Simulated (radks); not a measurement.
The numbers below are computed, except where a source is named.
Question: The mean radii <r> (bohr) of the occupied orbitals of an atom or ion are listed with their occupations. Code: a radial shooting solver on a logarithmic mesh with Libxc functionals. Model: Dirac Kohn-Sham, PBE, spin-unpolarised, spherical densities, point nucleus.

| orbital | occ. | <r> |
|---|---|---|
| 1s1/2 | 2 | 0.02665 |
| 2s1/2 | 2 | 0.1142 |
| 2p1/2 | 2 | 0.09621 |
| 2p3/2 | 4 | 0.1020 |
| 3s1/2 | 2 | 0.3061 |
| 3p1/2 | 2 | 0.2962 |
| 3p3/2 | 4 | 0.3078 |
| 3d3/2 | 4 | 0.2787 |
| 3d5/2 | 6 | 0.2824 |
| 4s1/2 | 2 | 0.7167 |
| 4p1/2 | 2 | 0.7459 |
| 4p3/2 | 4 | 0.7737 |
| 4d3/2 | 4 | 0.8707 |
| 4d5/2 | 6 | 0.8816 |
| 5s1/2 | 2 | 1.863 |
| 5p1/2 | 2 | 2.233 |
| 5p3/2 | 4 | 2.353 |

Name the element and its charge. Open shells, if any, are shared by 2j + 1.

Answer: Z = 54, xenon, charge 0: Xe in [Xe]. The 1s radius gives Z: for a bare nucleus <r> = (2 gamma + 1)/(2Z) with gamma = sqrt(1 - (Z/c)^2), 0.02628 bohr for Z = 54, and screening makes it slightly larger (0.02665 here). The occupations add up to 54, and the charge is Z minus that.
